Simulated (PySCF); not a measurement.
Distances in Å between the heavy atoms of a computed structure (GFN2-xTB; lower triangle, same order across):
```
C1    0.00
C2    1.53  0.00
C3    2.48  1.49  0.00
C4    3.55  2.51  1.33  0.00
C5    4.75  3.86  2.44  1.48  0.00
N6    5.83  4.89  3.62  2.39  1.36  0.00
O7    5.06  4.34  2.85  2.38  1.21  2.25  0.00
```

Hydrogens: 3 on C1, 2 on C2, 1 on C3, 1 on C4, 2 on N6.

Charge 0, singlet.

(1) Read off the bonds between heavy atoms and their formal orders.

(2) Which species is it?

(3) Classify the heavy atoms.

Results:

(1) C1–C2 (single); C2–C3 (single); C3–C4 (double); C4–C5 (single); C5–N6 (single); C5–O7 (double).

(2) `CC/C=C/C(N)=O`, C5H9NO. Among its features: amide and C=C double bond.

(3) C1: methyl carbon; C2: allylic carbon; C3: alkene CH carbon; C4: alkene CH carbon; C5: amide carbonyl carbon; N6: amide nitrogen; O7: amide oxygen.

The values belong to the conformer `[CH3:1][CH2:2]/[CH:3]=[CH:4]/[C:5]([NH2:6])=[O:7]`: C1–C2–C3–C4 -120°, C3–C4–C5–N6 -179°, H–N6–C5–C4 1°, H–N6–C5–C4 180°.
